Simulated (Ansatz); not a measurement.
Abridged output of a molecular run in Ansatz:

```
Functional definition: HF
  name "HF"
  cite "Fock, Z. Phys. 61, 126 (1930) doi:10.1007/BF01340294"
  parent pbe
  exchange = exact_x
  correlation = 0
982 factors; integrals over basis functions are off by at most 1.2e-3 eV
mean field evaluation 1: about -22528.0214 eV, gradient 2.4e1 eV
mean field evaluation 2: about -22528.0244 eV, gradient 2.4e1 eV
mean field evaluation 4: about -22529.8386 eV, gradient 2.5e0 eV
mean field evaluation 8: about -22529.8613 eV, gradient 3.3e-4 eV
mean field -22529.86132092 eV, -827.9571322553 hartree, gradient 1.0e-6 eV, S^2 0.000000; 0 other end points of the search recorded, 0 dependent functions left out
12 core orbitals not correlated: weight in the atoms' cores, before any rotation towards them, 1.000 or more for the frozen orbitals, at most 0.000 for the correlated occupied ones
reference -22529.86132092 eV, -827.9571322553 hartree; 13, 13 occupied and 74, 74 virtual orbitals, 982 factors
second order -14.26326237 eV of doubles, -0.00000000 eV of singles
cycle   1  -15.41387155 eV  change    -1.2e0 eV  update   8.0e-2
cycle   2  -15.84397495 eV  change   -4.3e-1 eV  update   2.4e-2
cycle   3  -15.89410971 eV  change   -5.0e-2 eV  update   7.9e-3
cycle   4  -15.89412505 eV  change   -1.5e-5 eV  update   2.2e-3
cycle   5  -15.89389530 eV  change    2.3e-4 eV  update   6.2e-4
cycle   6  -15.89379495 eV  change    1.0e-4 eV  update   1.9e-4
cycle   7  -15.89379331 eV  change    1.6e-6 eV  update   5.7e-5
cycle   8  -15.89379739 eV  change   -4.1e-6 eV  update   2.0e-5
perturbative correction -0.41654378 eV, -0.0153077015 hartree
Total energy: -22546.17166209 eV, -828.5565262378 hartree
```

Its atoms:

```xyz
11

C     0.3021    1.0200    1.1678
Si   -0.7531   -0.1284    0.1468
C     0.2133   -0.7958   -1.3302
Cl    1.6633   -1.6780   -0.7662
H     0.6227    1.8830    0.5793
H    -0.2528    1.3876    2.0338
H     1.1927    0.5000    1.5263
H    -1.9425    0.5871   -0.3989
H    -1.2227   -1.2864    0.9519
H    -0.3801   -1.4928   -1.9226
H     0.5571    0.0037   -1.9881
```

Q: Which basis set was used?
A. def2-SVP
B. def2-TZVPPD
C. def2-SVPD
D. def2-TZVPP

A: A. It gives 99 functions.

Q: Write the keys of the input that set method, charge and spin (a neutral closed shell needs none for the last two).

A: 
```yaml
correlation: {method: ccsd_t}
```
